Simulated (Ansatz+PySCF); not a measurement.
Values are calculated unless marked as measured or tabulated.
Input for Ansatz (development build ahead of 0.2.0):

```yaml
crystal:
  periodic: [false, false, false]
  atoms:
    - { symbol: K, position_ang: [0.0, 0.0, -1.15323] }
    - { symbol: Cl, position_ang: [0.0, 0.0, 1.28891] }
basis:
  gaussian: { orbitals: def2-SVP }
magnetization:
  spin_polarized: true
hamiltonian:
  xc: hf
correlation:
  method: mp2
  frozen_orbitals: { Cl: 5, K: 5 }
```

The input is written out in the form of the current development build from the run's settings.

The run gave:

```
Converged                                                          : yes
Reference energy                                                   : -1058.49909 hartree
Correlation energy                                                 : -0.18189 hartree
Total energy                                                       : -1058.68098 hartree
Spin squared of the determinant                                    : 0.000
Stability test                                                     : minimum
Occupied orbitals by symmetry in an Abelian subgroup (alpha; beta) : 10 A1 4 B1 4 B2; 10 A1 4 B1 4 B2
```
